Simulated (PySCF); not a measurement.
# A PySCF run on OsH

State: quartet, unpaired electrons π ↑, δ ↑↑, a mixture of terms (⟨Lz²⟩ = 1.8).

An equivalent input (the run itself took its basis sets from the Basis Set Exchange, started from a PBE0 density and held the occupation σ 4α 4β, πx 2α 2β, πy 2α 1β, δx 1α 0β, δy 1α 0β):

```python
from pyscf import gto, dft
mol = gto.M(atom='H 0 0 0; Os 0 0 1.586', basis={'H': 'def2-TZVPP', 'Os': 'def2-TZVPP'}, ecp={'Os': 'def2-TZVPP'},
            charge=0, spin=3, verbose=4, symmetry='C2v')
mf = dft.UKS(mol, xc='M062X')
mf.grids.atom_grid = (80, 434)
mf.grids.prune = dft.gen_grid.treutler_prune
mf.irrep_nelec = {'A1': (5, 4), 'A2': (1, 0), 'B1': (2, 2), 'B2': (2, 1)}
mf.conv_tol = 1e-9
mf.max_cycle = 60
mf.diis_space = 10
mf.kernel()
```

The log (some set-up lines and the per-cycle HOMO/LUMO lines removed):

```
******** <class 'pyscf.dft.uks_symm.SymAdaptedUKS'> ********
method = SymAdaptedUKS
damping factor = 0
level_shift factor = 0
DIIS = <class 'pyscf.scf.diis.CDIIS'>
diis_start_cycle = 1
diis_space = 10
diis_damp = 0
SCF conv_tol = 1e-09
SCF conv_tol_grad = None
SCF max_cycles = 60
number electrons alpha = 10  beta = 7
Set gradient conv threshold to 3.16228e-05
init E= -91.0538510389429
cycle= 1 E= -91.0559198552537  delta_E= -0.00207  |g|= 0.0124  |ddm|= 0.139
cycle= 2 E= -91.0560080372355  delta_E= -8.82e-05  |g|= 0.00965  |ddm|= 0.0359
cycle= 3 E= -91.0560577255543  delta_E= -4.97e-05  |g|= 0.00267  |ddm|= 0.0134
cycle= 4 E= -91.0560756924454  delta_E= -1.8e-05  |g|= 0.00121  |ddm|= 0.01
cycle= 5 E= -91.0560811611525  delta_E= -5.47e-06  |g|= 0.000864  |ddm|= 0.00488
cycle= 6 E= -91.0560850508858  delta_E= -3.89e-06  |g|= 0.000341  |ddm|= 0.00609
cycle= 7 E= -91.0560856323102  delta_E= -5.81e-07  |g|= 0.000142  |ddm|= 0.00226
cycle= 8 E= -91.0560857224827  delta_E= -9.02e-08  |g|= 4.41e-05  |ddm|= 0.001
cycle= 9 E= -91.0560857316877  delta_E= -9.2e-09  |g|= 1.17e-05  |ddm|= 0.000362
cycle= 10 E= -91.0560857321416  delta_E= -4.54e-10  |g|= 4.89e-06  |ddm|= 7.14e-05
Extra cycle  E= -91.0560857322349  delta_E= -9.33e-11  |g|= 3.21e-06  |ddm|= 2.2e-05
converged SCF energy = -91.0560857322349  <S^2> = 3.7695074  2S+1 = 4.0097418
```

Repeating this along the bond gives Re = 1.578 Å and ωe = 2268 cm⁻¹.

A point of this curve took 6.8 CPU seconds beside 0.19 for the integrals (shared host).

Spin–orbit coupling is left out. The state is the lowest single determinant that the PBE0 search found; with open d or f shells the true ground state can be another one.
